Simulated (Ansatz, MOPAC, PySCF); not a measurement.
Bond stretch in SMILES [SiH3]N([SiH3])[SiH3]. The Si1–H13 bond (Si1 also carries H, H, N; H13 carries nothing else) is varied alone, starting from the PBE0/def2-SVP optimised geometry.

AM1, restricted, heats of formation (MOPAC); RKS-B3LYP/6-31G* = restricted B3LYP/6-31G*, spherical d (PySCF); UKS-M06-2X/6-31G* = unrestricted M06-2X/6-31G*, spherical d (PySCF); UKS-PBE0 = Ansatz (a program for electronic structure) with unrestricted PBE0/def2-SVP.

Energies relative to the lowest point of each curve near equilibrium, in kJ/mol; the last columns give the difference from UKS-PBE0:

```
R / Å    AM1  RKS-B3LYP/6-31G*  UKS-M06-2X/6-31G*  UKS-PBE0  AM1 − UKS-PBE0  RKS-B3LYP/6-31G* − UKS-PBE0  UKS-M06-2X/6-31G* − UKS-PBE0
-----  -----  ----------------  -----------------  --------  --------------  ---------------------------  ----------------------------
1.21    74.5             104.2              103.4     107.7           -33.2                         -3.5                          -4.3
1.32    21.7              31.3               30.5      33.9           -12.1                         -2.5                          -3.4
1.41     2.7               5.7                5.1       6.8            -4.1                         -1.2                          -1.7
1.43     0.9               3.0                2.5       3.8            -2.9                         -0.9                          -1.3
1.49     0.0               0.0                0.0       0.0             0.0                          0.0                           0.0
1.55     4.9               3.3                3.9       2.6             2.3                          0.7                           1.3
1.59    10.8               8.3                9.3       7.1             3.8                          1.2                           2.2
1.69    32.9              27.6               30.0      25.5             7.4                          2.0                           4.4
1.79    62.4              53.5               57.4      51.1            11.3                          2.4                           6.4
1.96   120.9             104.8              111.6     102.7            18.2                          2.1                           8.9
2.18   199.1             174.0              184.9     173.7            25.4                          0.2                          11.2
2.44   286.1             250.1              266.6     252.9            33.2                         -2.8                          13.7
2.78   386.7             334.4              359.0     328.6            58.1                          5.8                          30.4
3.16   472.6             407.6              442.0     363.7           108.9                         43.9                          78.3
3.64   544.7             473.3              520.3     378.1           166.5                         95.2                         142.2
4.33   606.6             530.8              594.5     382.9           223.8                        147.9                         211.6
```

AM1 is furthest from UKS-PBE0 at 4.33 (223.8 kJ/mol, above); its mean absolute difference over the points is 44.5 kJ/mol.

RKS-B3LYP/6-31G* is furthest from UKS-PBE0 at 4.33 (147.9 kJ/mol, above); its mean absolute difference over the points is 19.5 kJ/mol.

UKS-M06-2X/6-31G* is furthest from UKS-PBE0 at 4.33 (211.6 kJ/mol, above); its mean absolute difference over the points is 32.6 kJ/mol.

The restricted form behind AM1, RKS-B3LYP/6-31G* keeps the bonding electrons paired and can't separate into open-shell fragments. The unrestricted determinant behind UKS-PBE0 is spin-contaminated at 2.78 to 4.33 Å (<S²> up to 1.0, against 0.00 for a pure singlet).
